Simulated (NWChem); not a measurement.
GaCl2F; SMILES [F][Ga]([Cl])[Cl]

```xyz
4

Ga     0.0000     0.0000     0.2617
F      0.0000     0.0000     1.9975
Cl    -1.8591     0.0000    -0.7446
Cl     1.8591     0.0000    -0.7446
```
Atoms are numbered in this order, from 1.

Results from NWChem. Pople sets run with spherical d functions. The geometry was optimised at PBE0/def2-SVP. Vzz is the largest principal value of the second derivative of the potential at the nucleus (NWChem prints the opposite sign); η is the asymmetry. Non-relativistic.

```tsv
level	Vzz Ga1 (a.u.)	η Ga1	Vzz Cl4 (a.u.)	η Cl4	relative time
PBE/cc-pVTZ	1.978	0.09	2.098	0.25	30
PBE/6-31G*	1.513	0.07	2.240	0.23	2
PBE0/def2-SVP	1.673	0.00	2.106	0.21	1
PBE0/cc-pVTZ	2.170	0.08	2.081	0.24	40
```

Relative times are rough (shared machine, one core).
